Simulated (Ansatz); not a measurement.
`BB(F)OC` + `BNC` → `BN(B)C` + `COBF` at 298.15 K and 1 bar (cleavage of the B–B bond).

Calculated with Ansatz (gas phase, PBE0-D4/def2-TZVP geometries, no zero-point term in ΔE). CCSD(T)/CBS is the MP2 limit (def2-TZVPP, def2-QZVPP) plus CCSD(T) − MP2 in def2-TZVPP, frozen cores. This one scheme is used for every species. Each species was taken in one conformer, which may not be the lowest.

```tsv
species	CCSD(T)/CBS energy (Eh)	H − E (kJ/mol)	S (J/(mol·K))
`BB(F)OC`	-265.67389	202.6	336.2
`BNC`	-121.18426	215.2	268.0
`BN(B)C`	-146.59307	248.1	306.3
`COBF`	-240.31409	169.0	291.1
```

H − E and S are ideal-gas, rigid-rotor, harmonic terms from PBE0-D4/def2-TZVP, for one conformer and one mirror image of each species. 1 Eh = 2625.50 kJ/mol, R = 8.31446 J/(mol·K).

By hand: ΔE, ΔH, ΔS and ΔG.

ΔE = (-146.59307) + (-240.31409) − (-265.67389) − (-121.18426) = -0.04901 Eh = -128.7 kJ/mol. Δ(H − E) = 248.1 + 169.0 − 202.6 − 215.2 = -0.7, so ΔH = -129.4 kJ/mol. ΔS = 306.3 + 291.1 − 336.2 − 268.0 = -6.8 J/(mol·K). ΔG = -129.4 − 298.15 × (-6.8)/1000 = -127.4 kJ/mol.

By hand: the equilibrium constant, and the temperature at which ΔG would vanish if ΔH and ΔS stayed fixed.

log₁₀ K = −ΔG/(RT ln 10) = 22.3. ΔG = 0 at ΔH/ΔS = 19029 K, far beyond where these terms or the molecules hold.

The number of gas molecules stays the same, so ΔS is small and ΔH decides. A doubt of 5 kJ/mol in ΔE shifts log₁₀ K by 0.9 here. Other conformers and mirror images would add mixing entropy, several J/(mol·K) or more a flexible species. Modes under 60 cm⁻¹, often nearly free rotors, make the harmonic entropy too high. These are equilibria of isolated gas molecules and say nothing of rates. Largest T1 diagnostic: 0.013 (customary marks: 0.02 for closed shells, 0.045 for open ones).
